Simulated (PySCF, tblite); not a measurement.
A database entry of computed molecular properties. Lists by class give the value and the number of equivalent atoms.

```json
{
 "formula": "C5H5NO2S",
 "smiles": "CS(=O)(=O)C[C+]=[C]C#N",
 "charge": 1,
 "multiplicity": 2,
 "geometry_level": "GFN2-xTB",
 "atoms_angstrom": [
  ["C", -2.547, -0.064, 0.029],
  ["S", -0.886, -0.729, 0.264],
  ["O", -0.663, -1.132, 1.606],
  ["O", -0.477, -1.526, -0.835],
  ["C", 0.202, 0.911, 0.081],
  ["C", 1.518, 0.501, 0.249],
  ["C", 2.671, 0.118, 0.4],
  ["C", 3.951, -0.292, 0.566],
  ["N", 5.012, -0.711, 0.716],
  ["H", -2.615, 0.366, -0.963],
  ["H", -3.224, -0.911, 0.115],
  ["H", -2.753, 0.655, 0.814],
  ["H", -0.025, 1.258, -0.925],
  ["H", -0.164, 1.555, 0.879]
 ],
 "electronic_structure_code": "PySCF",
 "results": {
  "GFN2-xTB geometry": {
   "point_group": "Cs",
   "rotational_constants_GHz": [3.921, 0.632, 0.614]
  },
  "GFN2-xTB harmonic vibrations, gas phase": {
   "strongest_ir_bands_cm-1_km_per_mol_modes": [
    [370.3, 185.9, 1],
    [820.8, 74.8, 1],
    [1017.3, 89.8, 1],
    [1132.9, 92.2, 1],
    [1300.5, 309.4, 1],
    [3023.5, 101.7, 1]
   ],
   "zpe_kcal_per_mol": 54.9
  },
  "UKS B3LYP, pcH-1 on C H N O S, non-relativistic, mean-field spin-orbit, GIAO": {
   "g_iso": 2.00979,
   "g_tensor": [2.00273, 2.01028, 2.01635],
   "s2": 0.762,
   "a_iso_by_class_MHz": [
    ["13C", -27.3, 1],
    ["33S", -21.2, 1],
    ["1H", 20.7, 2],
    ["13C", 18.9, 1],
    ["13C", 17.6, 1]
   ],
   "spin_populations_mulliken_by_atom": [0.06, 0.02, 0.12, 0.13, 0.14, 0.06, 0.28, -0.08, 0.25, 0.0, 0.01, 0.0, 0.01, 0.01]
  }
 }
}
```

The rotational constants make it an asymmetric top with κ = (2B − A − C)/(A − C) = -0.99, nearer the prolate limit (−1). At 9.50 GHz, hν = g·μB·B₀ (B₀ the magnetic field) puts the centre of the isotropic spectrum, to first order, at 337.7 mT. ⟨S²⟩ is 0.012 above the pure-spin value S(S + 1) = 0.75. g_iso is shifted by about +7470 ppm from the free-electron value 2.002319; the principal values span 0.0136.

One conformer (not necessarily the lowest) at the GFN2-xTB geometry, without solvent or vibrations. In GFN2-xTB open shells enter through the occupations alone, without spin polarisation, so single modes can be far off. Hyperfine couplings depend on the geometry, which wasn't re-optimised at a DFT level. The unpaired spin is shared among atoms: the largest Mulliken spin population is 0.28. Couplings of like nuclei are plain means over topologically equivalent atoms, as if these changed places fast (by rotation of a methyl-like group, say); in this geometry the members of some sets differ.

Conformer computed: `[CH3:1][S:2](=[O:3])(=[O:4])[CH2:5][C+:6]=[C:7][C:8]#[N:9]`: C1–S2–C5–C6 180°.
